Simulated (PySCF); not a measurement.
Assigning NMR signals

Atom-mapped SMILES (the numbers label the heavy atoms): `[NH:1]=[P@@:2]12[CH:3]=[CH:4][C@@H:5]([CH:6]=[CH:7]1)[CH:8]=[CH:9]2`; H(Xn) means a hydrogen on atom n.

PySCF calculation with GFN2-xTB structure and σ from GIAO-PBE0/pcSseg-1; no solvent model, rapidly exchanging positions averaged, non-relativistic, single conformer.

Referencing at the same level of theory: ¹³C (σref 186.93), ¹H (σref 31.72) vs TMS.

**Question.** Assign these signals to the numbered atoms. ¹³C{¹H} NMR (computed): δ 158.5, 147.8, 51.8.

**Answer.** 
158.5 → C4/C6/C8, alkene CH: the olefinic region
147.8 → C3/C7/C9, alkene CH
51.8 → C5, allylic sp3 CH: aliphatic region, no heteroatom directly attached

**Question.** Assign these signals to the numbered atoms. ¹H NMR (500 MHz, computed): δ 7.57 (m, 3H), 7.05 (m, 3H), 4.59 (m, 1H), -0.01 (br s, 1H).

**Answer.** 
```tsv
δ (ppm)	atoms	environment	reason
7.57	H(C4)/H(C6)/H(C8)	hydrogen on an alkene CH	a vinylic proton, deshielded by the sp2 carbon and the C=C anisotropy
7.05	H(C3)/H(C7)/H(C9)	hydrogen on an alkene CH	–
4.59	H(C5)	hydrogen on an allylic sp3 CH	–
-0.01	H(N1)	hydrogen on a nitrogen bonded to P	exchangeable, gas-phase position
```

OH/NH shifts are gas-phase values; hydrogen bonding in solution moves them, usually downfield. Splittings by ³¹P in the carbon and heteronuclear signals aren't shown, as no couplings were computed. Shifts are as computed. Against solution values, carbons near 30 ppm lie about +3 ppm off and those near 130 ppm about +5 ppm. Of 1211 compounds with measured shifts, 218 miss one by over three times the rms of a fit or turn the order of signals round; such compounds aren't used in these exercises. Multiplicities follow the n + 1 count of equivalent neighbours, as no J values were calculated; m marks all less simple cases, F and P coupling included.
